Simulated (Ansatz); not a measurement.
Mulliken charges of H4OSiSn (`[O]1[SiH2][SnH2]1`) from B3LYP/def2-TZVPP in Ansatz (PBE0-D4/def2-TZVP geometry).

| atom | x (Å) | y (Å) | z (Å) | charge (e) |
| --- | --- | --- | --- | --- |
| O1 | -0.018 | -1.206 | 0.343 | -0.567 |
| Si2 | -0.580 | -0.472 | -0.986 | 0.373 |
| Sn3 | 0.556 | 0.805 | 0.776 | 0.556 |
| H4 | -2.049 | -0.360 | -1.177 | -0.064 |
| H5 | 0.090 | -0.732 | -2.286 | -0.064 |
| H6 | -0.186 | 1.160 | 2.274 | -0.118 |
| H7 | 2.248 | 0.737 | 1.011 | -0.118 |

Task: By hand: the dipole of these point charges (1 e Å = 4.8032 D).

Result: Σ q r = (-0.015, 0.801, -0.297) e Å, of length 0.854 e Å = 4.10 D.

Task: How does the dipole of the full density compare? (Estimate.)

Result: Ansatz gave: (-0.045, 0.380, -0.214) e Å, 2.11 D; the point charges give 1.94 times that, at 10° from its direction.

Point charges leave out the atoms' own dipoles, such as those of lone pairs, and Mulliken's split depends on the basis, so the two needn't agree.

B3LYP here is the variant with VWN-RPA as its local correlation; programs differ in this.
